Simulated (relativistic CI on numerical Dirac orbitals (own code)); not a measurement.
# Crystal-field levels of Mo⁺, 4d5

Calculated by Dirac-Coulomb-Breit CI, orbitals from a KLI potential per configuration, model QED, valence Slater integrals scaled by 0.7, one configuration in a parametric crystal field (own radial code).

Field parameters in Wybourne normalisation: D4h B²₀ = −7Ds, B⁴₀ = 21(Dq − Dt), B⁴₄ = 21√(5/14) Dq; Oh B⁴₀ = 21Dq, B⁴₄ = √(5/14) B⁴₀; Td as Oh with Dq negative (B⁴₀ = 21Dq, B⁴₄ = √(5/14) B⁴₀). The field is a parameter set, without covalency.

S and J are read from ⟨S²⟩ = S(S + 1) and ⟨J²⟩ = J(J + 1) of each level; they are not fictitious spins.

Oh, 10Dq = 24700 cm⁻¹, the lowest 10 levels:

```tsv
E (cm⁻¹)	Degeneracy	Irrep	S	J
0.0	2	Γ7	0.51	4.63
912	4	Γ8	0.50	4.34
16046	4	Γ8	1.51	3.79
16109	2	Γ7	1.51	3.74
16288	4	Γ8	1.50	3.42
16403	2	Γ6	1.50	3.14
19797	2	Γ6	1.50	3.80
19815	4	Γ8	1.50	3.70
19946	4	Γ8	1.49	3.41
20009	2	Γ7	1.49	3.16
```

Principal g values of the ground doublet: 2.23, 2.23, 2.23.

Oh, 10Dq = 14600 cm⁻¹, the lowest 16 levels:

```csv
E (cm⁻¹),Degeneracy,Irrep,S,J
0.0,2,Γ7,0.53,4.65
964,4,Γ8,0.52,4.41
5067,4,Γ8,2.31,2.81
5091,2,Γ7,2.32,2.78
6576,4,Γ8,1.50,3.44
6681,2,Γ6,1.50,3.14
6841,4,Γ8,1.75,3.61
6916,2,Γ7,1.73,3.60
9947,2,Γ6,1.50,3.93
9966,4,Γ8,1.50,3.81
10046,4,Γ8,1.49,3.48
10068,2,Γ7,1.49,3.13
13025,4,Γ8,0.52,5.36
13106,2,Γ7,0.53,4.82
13525,2,Γ6,0.51,5.24
14318,2,Γ7,0.53,4.98
```

Principal g values of the ground doublet: 2.33, 2.33, 2.33.

Td, 10Dq = -5100 cm⁻¹, the lowest 10 levels:

```
E (cm⁻¹)  Degeneracy  Irrep     S     J
     0.0           2     Γ7  2.49  2.50
     0.0           4     Γ8  2.49  2.50
   10187           4     Γ8  1.47  3.56
   10223           2     Γ6  1.50  3.30
   10241           2     Γ7  1.47  3.91
   10314           4     Γ8  1.49  3.71
   12532           4     Γ8  1.36  3.95
   12609           2     Γ6  1.50  4.65
   12638           4     Γ8  1.49  4.78
   12750           2     Γ7  1.48  3.04
```

Principal g values of the ground doublet: 3.33, 3.33, 3.33.

D4h, 10Dq = 25150, Ds = 2180, Dt = 1030 cm⁻¹, the lowest 16 levels:

| E (cm⁻¹) | Degeneracy | Irrep | S | J |
| --- | --- | --- | --- | --- |
| 0.0 | 2 | Γ7 | 0.52 | 4.57 |
| 1164 | 2 | Γ7 | 0.53 | 4.44 |
| 1571 | 2 | Γ6 | 0.52 | 4.44 |
| 5197 | 2 | Γ6 | 1.50 | 3.78 |
| 5330 | 2 | Γ7 | 1.49 | 3.64 |
| 6251 | 2 | Γ6 | 1.50 | 3.76 |
| 6439 | 2 | Γ6 | 1.50 | 3.49 |
| 6585 | 2 | Γ7 | 1.50 | 3.35 |
| 6740 | 2 | Γ7 | 1.49 | 3.22 |
| 12104 | 2 | Γ6 | 0.50 | 5.20 |
| 13313 | 2 | Γ7 | 0.51 | 4.96 |
| 13429 | 2 | Γ7 | 0.51 | 4.49 |
| 14012 | 2 | Γ7 | 0.51 | 4.67 |
| 14149 | 2 | Γ6 | 0.51 | 4.92 |
| 14613 | 2 | Γ7 | 2.48 | 2.53 |
| 14667 | 2 | Γ7 | 2.48 | 2.53 |

Principal g values of the ground doublet: 0.81, 3.03, 3.03.

D4h, 10Dq = 9950, Ds = 290, Dt = 1080 cm⁻¹, the lowest 16 levels:

```csv
E (cm⁻¹),Degeneracy,Irrep,S,J
0.0,2,Γ6,2.49,2.51
8.7,2,Γ7,2.49,2.51
26.5,2,Γ7,2.49,2.50
5660,2,Γ7,1.50,3.56
5718,2,Γ6,1.51,3.58
10838,2,Γ7,1.46,3.64
10906,2,Γ6,1.46,4.18
10965,2,Γ7,1.48,3.51
10983,2,Γ6,1.49,4.33
11608,2,Γ6,1.25,3.84
11747,2,Γ7,1.44,3.68
12061,2,Γ6,1.01,4.48
12284,2,Γ7,0.69,5.26
12350,2,Γ6,0.66,5.54
12961,2,Γ7,0.93,4.50
13225,2,Γ7,1.13,4.49
```

Principal g values of the ground doublet: 2.00, 5.99, 5.99.

The free-ion ground term has S = 5/2. The field overcomes the spin-pairing energy for Oh, 10Dq = 24700 cm⁻¹; Oh, 10Dq = 14600 cm⁻¹; D4h, 10Dq = 25150, Ds = 2180, Dt = 1030 cm⁻¹, where the ground state has lower spin; these fields are assumed values.

Levels of this model without a field, named by their leading LS term (the scale mimics covalency, so terms lie below those of the real free ion): ⁶S5/2 0, ⁴G5/2 13987, ⁴G7/2 14074, ⁴G11/2 14124, ⁴G9/2 14133, ⁴P5/2 15909, ⁴P3/2 16073, ⁴P1/2 16296 cm⁻¹.
